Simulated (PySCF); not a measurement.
Compound: C5H8F3PSi.
SMILES with atom numbers: `[CH3:1][C:2]([SiH3:3])=[C:4]=[P:5][CH2:6][C:7]([F:8])([F:9])[F:10]` (hydrogens: H11, H12, H13 on C1; H14, H15, H16 on Si3; H17, H18 on C6)

Cartesian coordinates in Å at the PBE0-D3(BJ)/def2-SVP level; atoms count from 1:
```xyz
18
C5H8F3PSi angstrom
C      2.3499    1.2764   -0.3999
C      1.4208    0.0944   -0.3230
Si     1.7423   -1.2841    0.9331
C      0.3289   -0.0471   -1.0341
P     -1.0012   -0.3444   -1.9558
C     -2.3365    0.4140   -0.8588
C     -2.5522   -0.2757    0.4631
F     -1.5086   -0.1336    1.2894
F     -2.7650   -1.5860    0.3119
F     -3.6187    0.2309    1.0942
H      3.3741    0.9468   -0.6378
H      2.3960    1.7920    0.5731
H      2.0262    1.9960   -1.1645
H      3.1244   -1.8201    0.7283
H      1.6693   -0.7084    2.3110
H      0.7372   -2.3674    0.7655
H     -3.2840    0.3522   -1.4151
H     -2.1297    1.4760   -0.6662
```

The closed-shell ground state was solved at several levels (PySCF, density fitting, gas phase, non-relativistic).

```json
{"level": "PBE0/pcSseg-1", "basis functions": "224", "total energy (Eh)": "-1124.8391", "HOMO (eV)": "-7.19", "LUMO (eV)": "-1.60", "gap (eV)": "5.59", "dipole (D)": "2.29"}
{"level": "PBE0/def2-SVPD", "basis functions": "281", "total energy (Eh)": "-1124.3737", "HOMO (eV)": "-7.17", "LUMO (eV)": "-1.61", "gap (eV)": "5.56", "dipole (D)": "2.37"}
```

Question: What might CAM-B3LYP/pcSseg-1 (224 basis functions) give for the same quantities?

Answer: Total energy -1125.4497 Eh, HOMO -8.38 eV, LUMO -0.48 eV, gap 7.90 eV, dipole 2.29 D.

Question: Over all these levels, which gives the widest orbital gap and which the narrowest?

Answer: CAM-B3LYP/pcSseg-1 (range-separated hybrid) has the widest, 7.90 eV, and PBE0/def2-SVPD (global hybrid, 25 % exact exchange) the narrowest, 5.56 eV. Functional and basis both differ between the two, so the spread mixes both effects.

Question: How far do the dipole and the HOMO energy spread over the levels?

Answer: The dipole runs from 2.29 to 2.37 D (mean 2.32 D) and the HOMO from -8.38 to -7.17 eV.

One conformer stands for the species.
